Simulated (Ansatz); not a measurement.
Geometry optimisation, RKS PBE/def2-SVP in Ansatz.

Input file:

```yaml
crystal:
  periodic: [false, false, false]
  atoms:
    - { symbol: Sn, position_ang: [-0.953503, -1.024561, -0.261612] }
    - { symbol: C, position_ang: [0.134203, 0.583329, -1.207185] }
    - { symbol: H, position_ang: [-1.53761, -2.078723, -1.506957] }
    - { symbol: H, position_ang: [0.071155, -1.947632, 0.775084] }
    - { symbol: H, position_ang: [-2.303791, -0.412426, 0.619342] }
    - { symbol: H, position_ang: [1.01286, 1.212032, 0.910448] }
    - { symbol: Se, position_ang: [0.881581, 1.140502, 2.403699] }
    - { symbol: H, position_ang: [1.224024, 0.450184, -1.088352] }
    - { symbol: H, position_ang: [-0.171444, 1.561764, -0.791762] }
    - { symbol: H, position_ang: [-0.090377, 0.58934, -2.289602] }
    - { symbol: H, position_ang: [1.732902, -0.073608, 2.436798] }
basis:
  gaussian: { orbitals: def2-SVP }
hamiltonian:
  xc: pbe
relax:
  f_tol: 0.03
  max_steps: 50
output:
  orbitals: {}
```

Launched with:

```bash
$ ansatz run input.yaml --threads 2 --pin off --max-ram 3072MiB --backend cpu --events-out ev --progress --plain --runs-dir out
```

Q: Where does it end, and by what steps?

A: It converged. The force dipped under the threshold on the way, but the program's further checks kept it going. After 28 steps the energy has fallen by 0.126 eV; H6 moved furthest, 1.61 Å.

```csv
step,energy less start (eV),largest force component (eV/Å),accepted
0,0.0000,0.467,yes
1,-0.0556,0.085,yes
2,-0.0463,0.268,no
3,-0.0687,0.036,yes
4,-0.0766,0.031,yes
5,-0.0825,0.067,yes
6,-0.0902,0.104,yes
7,-0.0853,0.500,no
8,-0.0945,0.063,yes
9,-0.0978,0.098,yes
10,-0.1002,0.245,yes
11,-0.1037,0.234,yes
12,-0.1101,0.139,yes
13,-0.1138,0.068,yes
14,-0.1172,0.132,yes
15,-0.1195,0.117,yes
16,-0.1214,0.078,yes
17,-0.1225,0.032,yes
18,-0.1231,0.046,yes
19,-0.1231,0.119,yes
20,-0.1237,0.068,yes
21,-0.1242,0.004,yes
22,-0.1247,0.071,yes
23,-0.1249,0.102,yes
24,-0.1252,0.064,yes
25,-0.1255,0.010,yes
26,-0.1256,0.023,yes
27,-0.1257,0.052,yes
28,-0.1258,0.029,yes
```

```xyz
11
Properties=species:S:1:pos:R:3
Sn -0.919 -1.158 -0.412
C -0.014 0.508 -1.465
H -1.405 -2.392 -1.526
H 0.217 -1.850 0.702
H -2.307 -0.636 0.480
H 2.243 1.487 1.915
Se 0.931 1.569 2.608
H 0.870 0.161 -2.034
H 0.296 1.270 -0.725
H -0.746 0.952 -2.166
H 0.833 0.087 2.622
```

Whether the end is a true minimum wasn't checked by a vibrational analysis.

The run took 62 s on 2 threads of Arm Neoverse V1, with other jobs on the host, peak memory 0.15 GiB.
